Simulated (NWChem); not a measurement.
System: C2H8OSi; SMILES COC[SiH3]

```xyz
12

C      0.7132     1.8228     0.2379
O     -0.3468     1.2122    -0.4590
C     -0.8524     0.0503     0.1794
Si     0.1915    -1.5373    -0.1240
H      1.0159     2.7195    -0.3371
H      0.4075     2.1453     1.2646
H      1.6039     1.1572     0.3453
H     -0.9966     0.2126     1.2780
H     -1.8644    -0.1353    -0.2418
H      1.5974    -1.3969     0.3938
H      0.2551    -1.8301    -1.5971
H     -0.4623    -2.6943     0.5861
```
Atoms are numbered in this order, from 1.

All runs: NWChem. All runs use the structure optimised with PBE-D3(BJ)/def2-SVP. Level: PBE0/def2-SVP with SMD (1 M gas to 1 M solution), gas-phase geometry. Reactions with the solvent are ignored.

| solvent | dielectric constant | solvation free energy (kcal/mol) | cavity-dispersion-structure term (kcal/mol) | dipole in solution (D) |
|---|---|---|---|---|
| water | 78.4 | -0.1 | 3.9 | 1.69 |
| acetone | 20.5 | -2.4 | -0.1 | 1.52 |
| N,N-dimethylformamide | 37.2 | -1.8 | 0.5 | 1.53 |
| 1-propanol | 20.5 | -2.6 | 0.9 | 1.63 |
| ethyl acetate | 5.99 | -2.1 | -0.2 | 1.46 |
| dichloromethane | 8.93 | -2.4 | -0.1 | 1.51 |
